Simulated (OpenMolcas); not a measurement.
## Ru6+: the spin-orbit constant, worked from levels

- Program: OpenMolcas 26.06
- Basis: ANO-RCC-VQZP [8s7p5d3f2g1h]
- Scalar Hamiltonian: DKH2, point nucleus
- Active space: 2 electrons in 10 orbitals (4d 5d)
- State averaging: 2S+1 = 3 even, 10 roots; 2S+1 = 1 even, 15 roots
- Spin-orbit coupling: RASSI with atomic mean-field integrals over the reference wave functions, term energies averaged over their components

Methods: CASSCF; SS-CASPT2, IPEA 0.25 Eh, imaginary shift 0.1 Eh (closed shells correlated: 4s 4p).

**The spin-orbit constant.** For the Hund term ³F of d2, E(J) = (A/2) J(J+1) + constant and ζ = 2S·A = 2A. From J = 2 to J = 4 the energy changes by 7 A.

| Source | E(4) - E(2) | A | ζ |
| --- | --- | --- | --- |
| CASSCF | 5466.7 | 781.0 | 1562 |
| SS-CASPT2 | 5513.1 | 787.6 | 1575 |

All in cm-1. Both methods take the spin-orbit matrix elements from the reference wave functions, so the second can move ζ only through the term energies and any multistate remixing. Second-order mixing with other terms is absorbed into this ζ.

Term energies are means over components that CASPT2 splits; among the terms shown or strongly mixed into the levels shown the widest spread is 430 cm-1 (4d² ³F, SS-CASPT2). Active for correlation alone: 5d; no level in the range computed is led by a configuration that fills it, so any true level of that kind is missing. Without dynamic correlation excited terms often stand tens of per cent too high (terms of higher spin than the ground term too low), and those without a measured partner can miss by more than the paired ones (holds for CASSCF). Only configurations of the active space appear.
